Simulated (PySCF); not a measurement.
A small calculation by hand: oscillator strength and radiative lifetime

Si(F)(H)(SiH3)2 (FH7Si3), SMILES F[SiH]([SiH3])[SiH3].

Geometry: PBE0-D3(BJ)/def2-SVP. The structure was generated by enumeration, and PubChem lists no compound with its InChIKey, so it may never have been made.

TDA-B3LYP/def2-SVPD (PySCF) puts the first singlet state with f over 0.02 at 5.69 eV (vertical), with the transition dipole (0.000, 0.000, -0.389) in atomic units.

### Question
Find the oscillator strength, the wavelength and the radiative lifetime that this transition would have in vacuum if emission retraced absorption.

### Answer

|μ|² = 0.1513 au, so |μ| = 0.99 D. ΔE = 5.69/27.211 = 0.2091 hartree. f = (2/3) ΔE |μ|² = 0.021 (the program prints 0.021).
λ = 1239.84/5.69 = 218 nm; ν = 45893 cm⁻¹.
Einstein's coefficient A = 0.6670 ν² f s⁻¹ (ν in cm⁻¹) = 3.0e7 s⁻¹, so τ = 1/A = 34 ns. This state is S1. The figure is the radiative limit of this one transition; relaxation, internal conversion, crossing to triplets and a medium change what is measured.
